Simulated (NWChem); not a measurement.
System: As anion, triplet

The following NWChem deck was run.

```
start job
memory heap 200 mb stack 900 mb global 1100 mb
charge -1
geometry units angstroms noautoz
  As     0.000000     0.000000     0.000000
end
basis spherical
  * library def2-svpd
end
dft
  odft
  mult 3
  xc xwpbe 0.80 cpbe96 1.0 hfexch 1.00
  cam 0.2 cam_alpha 0.2 cam_beta 0.8
  iterations 150
  mulliken
end
task dft energy
```

Output (shortened):

```
             Northwest Computational Chemistry Package (NWChem) 7.3.0
             --------------------------------------------------------

                             Geometry "geometry" -> ""
                             -------------------------

 Output coordinates in angstroms (scale by  1.889725989 to convert to a.u.)

  No.       Tag          Charge          X              Y              Z
 ---- ---------------- ---------- -------------- -------------- --------------
    1 As                  33.0000     0.00000000     0.00000000     0.00000000

 Effective nuclear repulsion energy (a.u.)       0.0000000000

  pbe96 is a nonlocal functional; adding pw91lda local functional.

                                 NWChem DFT Module
                                 -----------------

 Summary of "ao basis" -> "ao basis" (spherical)
 ------------------------------------------------------------------------------
       Tag                 Description            Shells   Functions and Types
 ---------------- ------------------------------  ------  ---------------------
 As                        def2-svpd                14       38   6s4p4d

            General Information
            -------------------
          SCF calculation type: DFT
          Wavefunction type:  spin polarized.
          No. of atoms     :     1
          No. of electrons :    34
           Alpha electrons :    18
            Beta electrons :    16
          Charge           :    -1
          Spin multiplicity:     3
          Use of symmetry is: off; symmetry adaption is: off
          Maximum number of iterations: 150
          AO basis - number of functions:    38
                     number of shells:    14
          Convergence on energy requested:  1.00D-06
          Convergence on density requested:  1.00D-05
          Convergence on gradient requested:  5.00D-04

              XC Information
              --------------
                     Hartree-Fock (Exact) Exchange  1.000
                     LC-wPBE(h)Exchange Functional  0.800
            Perdew 1991 LDA Correlation Functional  1.000 local
           PerdewBurkeErnz. Correlation Functional  1.000 non-local

           Range-Separation Parameters
           ---------------------------
           Alpha           :  0.20
           Beta            :  0.80
           Gamma           :  0.20
           Short-Range HF  :     F

             Grid Information
             ----------------
          Grid used for XC integration:  medium
          Radial quadrature: Mura-Knowles
          Angular quadrature: Lebedev.
          Tag              B.-S. Rad. Rad. Pts. Rad. Cut. Ang. Pts.
          ---              ---------- --------- --------- ---------
          As                  1.15      112           6.0       590
          Grid pruning is: on
          Number of quadrature shells:   112
          Spatial weights used:  Erf1

      Superposition of Atomic Density Guess
      -------------------------------------

 Sum of atomic energies:       -2233.85982148

 Renormalizing density from      33.00 to     34

      Non-variational initial energy
      ------------------------------

 Total energy =   -2273.782845
 1-e energy   =   -3208.491094
 2-e energy   =     934.708248
 HOMO         =       0.251393
 LUMO         =       0.251393

     ---------------------------------------------
      Total Density - Mulliken Population Analysis
     ---------------------------------------------

    Atom       Charge   Shell Charges
 -----------   ------   -------------------------------------------------------
    1 As  33    34.00   2.00  2.00  1.97  0.81  1.20  0.02  5.99  5.89  0.55  3.57  7.34  2.47  0.19  0.00

     --------------------------------------------
      Spin Density - Mulliken Population Analysis
     --------------------------------------------

    Atom       Charge   Shell Charges
 -----------   ------   -------------------------------------------------------
    1 As  33     2.00   0.00  0.00  0.00  0.00  0.00  0.00  0.00  0.01  0.20  1.79  0.00  0.00  0.00  0.00

   convergence    iter        energy       DeltaE   RMS-Dens  Diis-err
 ---------------- ----- ----------------- --------- --------- ---------
 d= 0,ls=0.0,diis     1  -2234.4604969892 -2.23D+03  5.21D-02  5.08D+00
                                                     5.07D-02  5.08D+00
 d= 0,ls=0.0,diis     2  -2234.8418615745 -3.81D-01  2.33D-02  2.46D+00
                                                     2.37D-02  2.45D+00
 d= 0,ls=0.0,diis     3  -2235.2649324380 -4.23D-01  1.25D-03  4.56D-04
                                                     1.13D-03  6.14D-04
 d= 0,ls=0.0,diis     4  -2235.2651855608 -2.53D-04  2.04D-04  5.23D-05
                                                     1.20D-04  5.22D-05
 d= 0,ls=0.0,diis     5  -2235.2652063120 -2.08D-05  5.30D-05  9.99D-07
                                                     6.85D-05  9.86D-07
  Resetting Diis
 d= 0,ls=0.0,diis     6  -2235.2652075241 -1.21D-06  1.00D-05  8.71D-09
                                                     1.23D-05  1.52D-08
 d= 0,ls=0.0,diis     7  -2235.2652075453 -2.12D-08  1.14D-06  4.18D-10
                                                     1.13D-06  3.69D-10

         Total DFT energy =    -2235.265207545304
      One electron energy =    -3124.116636097103
           Coulomb energy =      971.858354022318
    Exchange-Corr. energy =      -83.006925470518
 Nuclear repulsion energy =        0.000000000000

 Numeric. integr. density =       34.000000004197

                    DFT Final Alpha Molecular Orbital Analysis
                    ------------------------------------------

[...]
```

Level: LRC-wPBEh/def2-SVPD, spin-unrestricted. The open p shell is one determinant without spherical averaging. No stability test was run on the SCF state. The highest occupied level is positive, so the extra electron may be held by the finite basis.
